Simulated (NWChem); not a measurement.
C$_{4}$H$_{8}$; SMILES C/C=C\C

All runs: NWChem. Medium grid unless said otherwise, to which SCAN and Minnesota functionals are sensitive. Geometry: optimised at B3LYP/6-31G* (spherical d). Total energies of different functionals are on different scales.

```tsv
level	energy (Ha)	highest occupied level (eV)	orbital gap (eV)	dipole (D)
B3LYP/def2-SVP	-157.1116	-6.59	7.30	0.23
PBE/def2-SVP	-156.8782	-5.68	5.55	0.25
B3PW91/def2-SVP	-157.0557	-6.65	7.32	0.25
M06/def2-SVP	-156.9681	-6.87	7.74	0.25
B97-2/def2-SVP	-157.0560	-6.60	7.43	0.24
HCTH/407/def2-SVP	-157.1231	-5.85	5.59	0.25
r2SCAN/def2-SVP	-156.9994	-5.91	5.97	0.27
LRC-wPBEh/def2-SVP	-156.9450	-8.71	11.35	0.24
OLYP/def2-SVP	-157.0369	-5.55	5.58	0.26
M05-2X/def2-SVP	-157.0655	-8.09	10.13	0.23
```
